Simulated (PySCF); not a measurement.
Al(H)(Me)(Et) (C₃H₉Al), SMILES [CH2]([AlH][CH3])C.

Geometry optimised at PBE-D3(BJ)/def2-SVP. The structure was generated by enumeration; whether it is a known compound was not checked. The values are those of a single conformer.

These are PBE-D3(BJ)/def2-SVP (PySCF) values and carry that method's errors.

Frequencies are harmonic and unscaled.

Q: Estimate the vibrational spectrum. (The exact figures need the calculation; the answer reports its results.)

A: 
```csv
mode,ν (cm⁻¹),IR (km/mol),moving atoms (share of kinetic energy)
1,28,0.2,"H 46 %, C 38 %, Al 16 %"
2,50,0.0,H 96 %
3,115,0.7,"C 42 %, H 33 %, Al 25 %"
4,175,2.3,"H 86 %, C 14 %"
5,247,3.9,"C 57 %, H 30 %, Al 13 %"
6,347,28.3,"H 92 %, Al 8 %"
7,504,15.6,"H 53 %, C 38 %, Al 9 %"
8,506,1.8,"H 83 %, C 16 %"
9,600,42.8,"H 54 %, C 31 %, Al 15 %"
10,645,67.6,"Al 39 %, C 37 %, H 23 %"
11,657,124.7,"H 70 %, C 19 %, Al 11 %"
12,743,206.3,"H 74 %, C 14 %, Al 12 %"
13,890,6.0,H 91 %
14,927,13.4,"H 86 %, C 13 %"
15,1020,23.0,"C 75 %, H 25 %"
16,1162,17.8,"H 79 %, C 21 %"
17,1169,11.1,"H 61 %, C 38 %"
18,1195,2.5,"H 77 %, C 23 %"
19,1346,7.3,"H 84 %, C 16 %"
20,1367,3.5,"H 91 %, C 9 %"
21,1375,0.0,H 94 %
22,1375,1.4,H 95 %
23,1421,2.6,H 97 %
24,1431,5.4,H 97 %
25,1834,214.1,H 97 %
26,2933,21.1,H 95 %
27,2954,49.7,H 97 %
28,2956,1.4,H 97 %
29,2971,10.2,"H 91 %, C 9 %"
30,3029,25.8,"H 91 %, C 9 %"
31,3040,4.4,"H 91 %, C 9 %"
32,3043,25.4,"H 91 %, C 9 %"
33,3067,7.6,"H 91 %, C 9 %"
```
